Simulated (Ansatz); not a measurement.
`F/C(I)=C\I` → 2 C• + F• + H• + 2 I•  (atomization)

Calculated with Ansatz (gas phase, PBE0-D4/def2-TZVP geometries, no zero-point term in ΔE). CCSD(T)/CBS is the MP2 limit (def2-TZVPP, def2-QZVPP) plus CCSD(T) − MP2 in def2-TZVPP, frozen cores. This one scheme is used for every species, atoms too. DFT in def2-TZVPP. HSE06 is defined as in plane-wave codes. Open shells (•) are unrestricted, without spin–orbit coupling. Spin–orbit coupling would lower the free atoms: a little for C, F; strongly for I. Elements past krypton have def2 core potentials. Bonds to I are less sure, by a few kJ/mol each and by 10 to 20 or more in all where they break to atoms, as the def2 sets lack core-valence functions.

```json
{"level": "PBE-D4", "ΔE (kJ/mol)": "2137.8", "difference from CCSD(T)/CBS": "117.1"}
{"level": "r2SCAN-D4", "ΔE (kJ/mol)": "2030.5", "difference from CCSD(T)/CBS": "9.8"}
{"level": "B97M-V", "ΔE (kJ/mol)": "2007.9", "difference from CCSD(T)/CBS": "-12.8"}
{"level": "PBE0-D4", "ΔE (kJ/mol)": "2046.2", "difference from CCSD(T)/CBS": "25.5"}
{"level": "r2SCANh-D4", "ΔE (kJ/mol)": "2001.1", "difference from CCSD(T)/CBS": "-19.6"}
{"level": "r2SCAN0-D4", "ΔE (kJ/mol)": "1959.0", "difference from CCSD(T)/CBS": "-61.7"}
{"level": "PBE-QIDH", "ΔE (kJ/mol)": "2009.5", "difference from CCSD(T)/CBS": "-11.2"}
{"level": "revPBE", "ΔE (kJ/mol)": "2003.3", "difference from CCSD(T)/CBS": "-17.4"}
{"level": "r2SCAN0", "ΔE (kJ/mol)": "1953.4", "difference from CCSD(T)/CBS": "-67.3"}
{"level": "HSE06", "ΔE (kJ/mol)": "2033.1", "difference from CCSD(T)/CBS": "12.4"}
{"level": "BHLYP", "ΔE (kJ/mol)": "1850.9", "difference from CCSD(T)/CBS": "-169.8"}
{"level": "CAM-B3LYP", "ΔE (kJ/mol)": "1976.9", "difference from CCSD(T)/CBS": "-43.8"}
{"level": "HF/def2-TZVPP", "ΔE (kJ/mol)": "1278.3", "difference from CCSD(T)/CBS": "-742.4"}
{"level": "CCSD/def2-TZVPP", "ΔE (kJ/mol)": "1877.5", "difference from CCSD(T)/CBS": "-143.2"}
{"level": "CCSD(T)/def2-TZVPP", "ΔE (kJ/mol)": "1944.2", "difference from CCSD(T)/CBS": "-76.5"}
{"level": "SCS-MP2/def2-QZVPP", "ΔE (kJ/mol)": "2030.6", "difference from CCSD(T)/CBS": "9.9"}
{"level": "CCSD(T)/CBS", "ΔE (kJ/mol)": "2020.7", "difference from CCSD(T)/CBS": "0"}
```

Largest T1 diagnostic among the species: 0.010.

Leaving LDA and LC-ωPBE aside and taking each functional with its dispersion term where it has one, the values, not all of them listed here, spread over 259.3 kJ/mol, from BHLYP-D4 to PBE-D4. LDA lies +345.5 kJ/mol from PBE without D4, its usual overbinding. At CCSD(T), def2-SVP lies −157.0 kJ/mol from the extrapolated value and def2-TZVPP −76.5 kJ/mol: correlation converges slowly with the basis, and small sets miss more of it in the bonded molecule than in its fragments.

For atomizations the MP2-based limit and the directly extrapolated one differ by several kJ/mol either way, and by 10 to 25 for some Ge, Se and Sn compounds, so smaller differences from it don't rank the levels.
